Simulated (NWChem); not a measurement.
All runs are NWChem calculations. System: OTe, charge 0, spin multiplicity 3, displaced from the optimised geometry. The structure started from a generated list of species. Its SCF solution wasn't tested for a lower state. Level: ULDA (SVWN5)/def2-TZVP with def2 effective core potentials on Te.

NWChem printed:

```
             Northwest Computational Chemistry Package (NWChem) 7.3.0
             --------------------------------------------------------

                                NWChem Input Module
                                -------------------

 Scaling coordinates for geometry "geometry" by  1.889725989
 (inverse scale =  0.529177249)

 Turning off AUTOSYM since
 SYMMETRY directive was detected!

                             Geometry "geometry" -> ""
                             -------------------------

 Output coordinates in angstroms (scale by  1.889725989 to convert to a.u.)

  No.       Tag          Charge          X              Y              Z
 ---- ---------------- ---------- -------------- -------------- --------------
    1 O                    8.0000     0.00000000     0.00000000     1.65048800
    2 Te                  52.0000     0.00000000     0.00000000    -0.25392100

 Effective nuclear repulsion energy (a.u.)     115.5937278095

            Nuclear Dipole moment (a.u.)
            ----------------------------
        X                 Y               Z
 ---------------- ---------------- ----------------
     0.0000000000     0.0000000000     0.0000226767

      Symmetry information
      --------------------

 Group name             C2v
 Group number             16
 Group order               4
 No. of unique centers     2

      Symmetry unique atoms

     1    2


 Summary of "ao basis" -> "" (spherical)
 ------------------------------------------------------------------------------
       Tag                 Description            Shells   Functions and Types
 ---------------- ------------------------------  ------  ---------------------
 *                         def2-tzvp                  on all atoms

                                 NWChem DFT Module
                                 -----------------

 Summary of "ao basis" -> "ao basis" (spherical)
 ------------------------------------------------------------------------------
       Tag                 Description            Shells   Functions and Types
 ---------------- ------------------------------  ------  ---------------------
 O                         def2-tzvp                11       31   5s3p2d1f
 Te                        def2-tzvp                16       50   6s5p3d2f

 Summary of "ao basis" -> "ao basis" (spherical)
 ------------------------------------------------------------------------------
       Tag                 Description            Shells   Functions and Types
[...]
           0.000000000000           0.000000000000           0.000000000000

     Multipole analysis of the density
     ---------------------------------

     L   x y z        total         alpha         beta         nuclear
     -   - - -        -----         -----         ----         -------
     0   0 0 0     -0.000000    -17.000000    -15.000000     32.000000

     1   1 0 0     -0.000000     -0.000000     -0.000000      0.000000
     1   0 1 0     -0.000000     -0.000000     -0.000000      0.000000
     1   0 0 1     -1.155418     -7.848131     -6.742861     13.435574

     2   2 0 0    -23.010183    -13.829993     -9.180190      0.000000
     2   1 1 0     -0.000000     -0.000000     -0.000000      0.000000
     2   1 0 1      0.000000     -0.000000      0.000000      0.000000
     2   0 2 0    -23.010183    -13.829993     -9.180190      0.000000
     2   0 1 1      0.000000      0.000000      0.000000      0.000000
     2   0 0 2    -25.228957    -59.320475    -49.258217     83.349734

            General Information
            -------------------
          SCF calculation type: DFT
          Wavefunction type:  spin polarized.
          No. of atoms     :     2
          No. of electrons :    32
           Alpha electrons :    17
            Beta electrons :    15
          Charge           :     0
          Spin multiplicity:     3
          Use of symmetry is: on ; symmetry adaption is: on
          Maximum number of iterations: 100
          This is a Direct SCF calculation.
          AO basis - number of functions:    81
                     number of shells:    27
          Convergence on energy requested:  1.00D-06
          Convergence on density requested:  1.00D-05
          Convergence on gradient requested:  5.00D-04

              XC Information
              --------------
                        Slater Exchange Functional  1.000 local
                      VWN V Correlation Functional  1.000 local

             Grid Information
             ----------------
          Grid used for XC integration:  medium
          Radial quadrature: Mura-Knowles
          Angular quadrature: Lebedev.
          Tag              B.-S. Rad. Rad. Pts. Rad. Cut. Ang. Pts.
          ---              ---------- --------- --------- ---------
          O                   0.60       49           8.0       434
          Te                  1.40      123           7.0       590
          Grid pruning is: on
          Number of quadrature shells:   172
          Spatial weights used:  Erf1

          Convergence Information
          -----------------------
          Convergence aids based upon iterative change in
          total energy or number of iterations.
          Levelshifting, if invoked, occurs when the
          HOMO/LUMO gap drops below (HL_TOL):  1.00D-02
          DIIS, if invoked, will attempt to extrapolate
          using up to (NFOCK): 10 stored Fock matrices.

                    Damping( 0%)  Levelshifting(0.5)       DIIS
                  --------------- ------------------- ---------------
          dE  on:    start            ASAP                start
          dE off:    2 iters        100 iters           100 iters

      Screening Tolerance Information
      -------------------------------
          Density screening/tol_rho:  1.00D-10
          AO Gaussian exp screening on grid/accAOfunc:  14
          CD Gaussian exp screening on grid/accCDfunc:  20
          XC Gaussian exp screening on grid/accXCfunc:  20
          Schwarz screening/accCoul:  1.00D-08

                            NWChem DFT Gradient Module
                            --------------------------

  charge          =   0.00
  wavefunction    = open shell

  Using symmetry

                         DFT ENERGY GRADIENTS

    atom               coordinates                        gradient
                 x          y          z           x          y          z
   1 O       0.000000   0.000000   3.118970    0.000000   0.000000   0.043581
   2 Te      0.000000   0.000000  -0.479841    0.000000   0.000000  -0.043581

                 ----------------------------------------
                 |  Time  |  1-e(secs)   |  2-e(secs)   |
                 ----------------------------------------
                 |  CPU   |       0.01   |       4.45   |
                 ----------------------------------------
                 |  WALL  |       0.01   |       4.45   |
                 ----------------------------------------

 Task  times  cpu:       14.6s     wall:       14.6s

 Total times  cpu:       14.7s     wall:       14.7s
```

Task: Write an NWChem input that would produce this output.

Result: One answer among several that fit: 
```
start mol
memory heap 200 mb stack 900 mb global 1100 mb
geometry units angstroms nocenter noautoz
  O      0.000000     0.000000     1.650488
  Te     0.000000     0.000000    -0.253921
  symmetry group C2v
end
basis spherical
  * library def2-tzvp
end
ecp
  Te library def2-ecp
end
dft
  xc slater vwn_5
  odft
  mult 3
  iterations 100
  direct
end
task dft gradient
```
